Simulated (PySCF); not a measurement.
Ta(O)(OH)2(NH2) (H4NO3Ta), SMILES [NH2][Ta](=[O])([OH])[OH], multiplicity 1. Heavy atoms are numbered as in [Ta:1](=[O:2])([OH:3])([OH:5])[NH2:7]. Hydrogens are named by the atom that carries them.

Geometry optimised at B3LYP-D3(BJ)/def2-SVP. The spin state was assumed, not searched. The def2 effective core potentials stand for the cores of Ta; spin–orbit coupling is left out. The values are those of a single conformer.

These are r2SCAN/def2-TZVP run with PySCF values and carry that method's errors.

ESP charges are fitted to the potential on shells at 1.4 to 2.0 van der Waals radii. Atomic charges (e), one atom of each kind:

```tsv
atom	ESP fit	Mulliken
Ta1	?	1.52
O2	?	-0.55
O3 (OH)	-0.73	-0.69
H on O3	0.41	0.34
N7 (NH2)	-1.14	-0.78
H on N7	?	0.26
```

Q: Complete the blanks. (The exact figures need the calculation; the answer reports its results.)

A: 
- Ta1, ESP fit: 1.57
- O2, ESP fit: -0.63
- H on N7, ESP fit: 0.41
